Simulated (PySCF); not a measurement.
Task: Give a PBE0-D3(BJ)/def2-SVP geometry of `N#C[SiH2][SiH2][SiH2]C[SiH3]`.

Result: 
```xyz
18
C2H11NSi4 angstrom
N      4.3441   -0.7548    0.7604
C      3.9211    0.2039    0.2622
Si     3.1371    1.6974   -0.5269
Si     0.8204    1.3525   -0.4128
Si     0.4006   -0.8263   -1.1947
C     -1.4252   -1.0956   -1.5767
Si    -2.6079   -0.6122   -0.1939
H      3.6339    2.8883    0.2201
H      3.6284    1.7367   -1.9346
H      0.3858    1.5381    1.0061
H      0.1547    2.3862   -1.2678
H      1.2377   -1.0291   -2.4197
H      0.8668   -1.7791   -0.1423
H     -1.5745   -2.1604   -1.8263
H     -1.6858   -0.5155   -2.4786
H     -2.2798   -1.3602    1.0578
H     -4.0240   -0.9013   -0.5742
H     -2.4776    0.8524    0.0857
```

Any rigid rotation of these coordinates is as good. Atoms count from 1 in this order. Si7 (SiH3 silicon) is tetrahedral (angles from 108.3° to 111.0°). Of the pairs four or more bonds apart, Si4···H18 is among the closest relative to their van der Waals radii: 3.37 Å, 102 % of the sum of Bondi's values. Si4 (SiH2 silicon) is tetrahedral (angles from 107.2° to 112.2°). Si3 (SiH2 silicon) is distorted tetrahedral (angles from 106.1° to 115.0°).

Bonds between heavy atoms (Å): N1≡C2 1.160, C2–Si3 1.862, Si3–Si4 2.345, Si4–Si5 2.353, Si5–C6 1.885, C6–Si7 1.883.

Theory: PBE0-D3(BJ)/def2-SVP geometry optimisation, gas phase in PySCF.

Point group: C1 (no symmetry element, even within 0.4 Å). PBE0-D3(BJ)/def2-SVP frequencies: not computed here. One conformer, not necessarily the lowest (C2–Si3–Si4–Si5 -48°, Si3–Si4–Si5–C6 -165°, Si4–Si5–C6–Si7 -51°).
